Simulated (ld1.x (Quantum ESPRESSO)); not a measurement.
## Before and after: TM potential for oxygen

ld1.x (Quantum ESPRESSO) 7.5 input, shortened:

```
&input
   title='O', zed=8., rel=0, dft='PZ', iswitch=3,
   config='[He] 2s2 2p3 3d-2'
 /
 &inputp
   pseudotype=2, tm=.true., lloc=-1, rcloc=0.75,
   nlcc=.true., rcore=0.60
 /
3
2S  1  0   2.00   0.00  0.60  0.60  0.0
2P  2  1   3.00   0.00  1.80  1.80  0.0
3D  3  2  -2.00   0.15  1.95  1.95  0.0
 &test
   configts(1)='2s2 2p3'
 /
```

All-electron outer shells of the reference configuration (LDA (PZ), non-relativistic, ld1.x):

```json
{"shell": "2s", "level (eV)": "-39.34", "outermost node (bohr)": "0.28", "outermost maximum (bohr)": "0.86"}
{"shell": "2p", "level (eV)": "-24.60", "outermost node (bohr)": "–", "outermost maximum (bohr)": "0.78"}
```

Change: wave 2p (bound): rc 1.80 bohr becomes 2p (bound): rc 2.74 bohr.

Cutoffs: the cutoffs (Ry, on a coarse ladder) from which the occupation-weighted sum of valence levels, in a spherical-Bessel basis at the reference potential, stays within 10 and 1 mRy of its value at 400 Ry; they do not see the model core or the augmentation charge, which bear on the density cutoff. Errors are all-electron minus pseudo energies relative to the spin-unpolarised reference configuration.

How do hardness, ghosts and transferability respond?

Of the 9 tests that both files solve, the error grows in 9 and shrinks in 0 by more than 15 % and 0.3 meV (median size 100.2 → 341.2 meV); neither file shows a bound ghost at the reference potential, the only one tested. More of the atom is replaced by a form fitted at one configuration, so other configurations suffer.

| quantity | base | changed |
| --- | --- | --- |
| cutoff, loose | 200 Ry | 200 Ry |
| cutoff, tight | over 300 Ry | over 300 Ry |
| loose cutoff by channel (10 mRy a level) | s 160 Ry, p 40 Ry | s 160 Ry, p 25 Ry |
| bound ghosts | none | none |
| error for 2s2 2p4, meV [ΔE -16.59 eV] | +42 | +251 |
| error for 2s2 2p2, meV [ΔE 33.72 eV] | +169 | +667 |
| error for 2s2 2p1, meV [ΔE 87.68 eV] | +1082 | +3647 |
| error for 2s2 2p3.5, meV [ΔE -10.22 eV] | +16 | +85 |
| error for 2s2 2p4.3, meV [ΔE -18.77 eV] | +53 | +341 |
| error for 2s1 2p5, meV [ΔE -2.06 eV] | +183 | +625 |
| error for 2s0 2p6, meV [ΔE 12.53 eV] | +360 | +866 |
| error for 2s2 2p3 (spin-polarised), meV [ΔE -4.01 eV] | +100 | -312 |
| error for 2s2 2p4 (spin-polarised), meV [ΔE -18.00 eV] | +84 | +172 |

Changed file: These tests converged, but a pseudo level misses the all-electron one widely, so the file describes the atom poorly there or has found another state: 2s2 2p1: 2p by 4.7 eV.
